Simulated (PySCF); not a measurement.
**Selenium: a sound run and one with changed settings**

Sound run: Se [Ar] 3d10 4s2 4p4, Se⁺ [Ar] 3d10 4s2 4p3. All numbers are calculated (PySCF 2.14, no relativity, point nucleus, in pcseg-2 (6s5p3d1f, 43 functions)). In the sound run the correlated levels freeze [Ar] 3d10. The sound run starts from symmetry-adapted Hartree-Fock orbitals and uses a fine grid where one is needed.

Changed run: a valence shell is frozen. This setting is unsound on purpose.

| species | method | sound run (hartree) | changed run (hartree) | converged |
| --- | --- | --- | --- | --- |
| Se | MP2 | -2399.94380 | -2399.88908 | yes |
| Se | CCSD(T) | -2399.96641 | -2399.89803 | yes |
| Se⁺ | MP2 | -2399.60380 | -2399.54527 | yes |
| Se⁺ | CCSD(T) | -2399.62128 | -2399.55014 | yes |

Ionisation energy of Se:

```tsv
method	sound run (eV)	changed run (eV)
UHF	8.595	8.595
MP2	9.252	9.355
SCS-MP2	9.315	9.517
CCSD	9.364	9.441
CCSD(T)	9.391	9.466
```

Freezing a valence shell removes pair correlation that changes on ionisation.

For comparison, NIST gives 9.752 eV between the lowest levels.
